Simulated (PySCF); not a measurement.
Static response to an electric field

Compound: (F3Si)2S.
Structure used (PBE0-D3(BJ)/def2-SVP), in Å, numbered top down from 1:
```xyz
9
F6SSi2 angstrom
Si     1.4636   -0.2391    0.6184
F      1.4607   -1.0131   -0.7787
F      2.8985    0.4095    0.8618
F      1.2040   -1.3074    1.7710
S      0.0402    1.3178    0.6233
Si    -1.4309    0.3705   -0.5558
F     -1.1731    0.5523   -2.1167
F     -1.4935   -1.1940   -0.2421
F     -2.8368    1.0339   -0.2070
```

Level: wB97X-D/def2-SVPD (PySCF), static field, nuclei fixed, core orbitals frozen in the response. The polarisability tensor in these axes (au):

```
x   68.10 -2.85  5.67
y   -2.85 59.06  0.93
z    5.67  0.93 57.23
```

Give the principal values, the mean and the anisotropy Δα = √{½[(α1 − α2)² + (α2 − α3)² + (α1 − α3)²]}.

Principal values 53.99, 59.45 and 70.95 au; mean 61.46 au = 9.11 Å³ = 10.13 × 10⁻⁴⁰ C²·m²/J; Δα = 15.00 au (24 % of the mean).

What is the dipole moment, and where does it point?

(0.02, 0.99, 0.46) D, 1.10 D in size, pointing from the negative to the positive side. Measured along this direction, the outermost atoms are F2 and F8 at the negative end and S5 at the positive end.

Estimate the molar refractivity from the static electronic polarisability.

Lorentz–Lorenz: R = (4π/3)N_A α = 2.5225 cm³/(mol·Å³) × 9.11 Å³ = 23.0 cm³/mol, in the limit of long wavelengths.

Directions of the eigenvectors, and the extent of the frame along each?

Largest value along (0.91, -0.19, 0.36), where the nuclei span 5.74 Å; middle along (0.02, 0.90, 0.43), 2.68 Å; least along (-0.41, -0.38, 0.83), 2.96 Å. The strongest response lies along the longest span, while the other two are in reverse order.

In a dilute gas of rigid molecules at 400 K, how does the orientational term μ²/3kT compare with the electronic polarisability?

In Gaussian units μ²/3kT = 7.25 Å³ against 9.11 Å³, a ratio of 0.80; the Debye molar polarisation (4π/3)N_A(α + μ²/3kT) is 41.3 cm³/mol, leaving out the vibrational part.

Form Σ f/ω² (atomic units) for the 10 lowest TDDFT singlets, given as eV and f, and set it beside the mean polarisability, which is this sum over all singlets: 7.23, 0.0001; 7.28, 0.0190; 7.83, 0.0278; 8.66, 0.0297; 8.92, 0.0466; 9.46, 0.0097; 9.57, 0.0440; 9.66, 0.0083; 9.81, 0.0321; 9.88, 0.1007.

They add up to 2.84 au, 4.6 % of the 61.46 au; the largest single term is 0.76 au, from the state at 9.88 eV. Terms in order: 0.00, 0.27, 0.34, 0.29, 0.43, 0.08, 0.36, 0.07, 0.25, 0.76 au. Higher excitations give the rest. The strengths listed sum to 0.318.

Isolated species at its PBE0-D3(BJ)/def2-SVP geometry, gas phase.
